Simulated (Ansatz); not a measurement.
`C[O][AlH][CH2]Cl` and `C[O][AlH][GeH3]` differ in one atom or group.

Ansatz, PBE0-D4/def2-TZVP geometries, multiplicity 1. Each molecule was computed in one conformer, which needn't be the lowest.

Scalar relativity is left out up to krypton.

```json
{"property": "size of the dipole moment (B3LYP/def2-TZVPP) / D", "`C[O][AlH][CH2]Cl`": "2.09"}
{"property": "HOMO energy (ωB97M-V/def2-TZVPP) / eV", "`C[O][AlH][CH2]Cl`": "-9.97"}
{"property": "HOMO energy (PBE/def2-TZVPP) / eV", "`C[O][AlH][CH2]Cl`": "-6.28"}
{"property": "HOMO–LUMO gap (PBE/def2-TZVPP) / eV", "`C[O][AlH][CH2]Cl`": "4.87"}
{"property": "HOMO–LUMO gap (B3LYP/def2-TZVPP) / eV", "`C[O][AlH][CH2]Cl`": "6.74"}
{"property": "LUMO energy (ωB97M-V/def2-TZVPP) / eV", "`C[O][AlH][CH2]Cl`": "1.19"}
```

**Question.** What does the change do to each property? (Estimate.)

**Answer.** Ansatz gave: 
```csv
property,`C[O][AlH][GeH3]`,shift
size of the dipole moment (B3LYP/def2-TZVPP) / D,0.79,-1.30
HOMO energy (ωB97M-V/def2-TZVPP) / eV,-9.48,0.49
HOMO energy (PBE/def2-TZVPP) / eV,-6.26,0.02
HOMO–LUMO gap (PBE/def2-TZVPP) / eV,4.16,-0.71
HOMO–LUMO gap (B3LYP/def2-TZVPP) / eV,5.69,-1.05
LUMO energy (ωB97M-V/def2-TZVPP) / eV,0.27,-0.92
```

With PBE0 the HOMO rises by 0.26 eV and the LUMO falls by 0.89 eV, so the gap narrows by about 1.15 eV. PBE moves the HOMO by 0.02 eV and ωB97M-V by 0.49 eV. Dipoles are sizes alone; their direction can turn.

B3LYP here is the variant with VWN-RPA as its local correlation; programs differ in this.
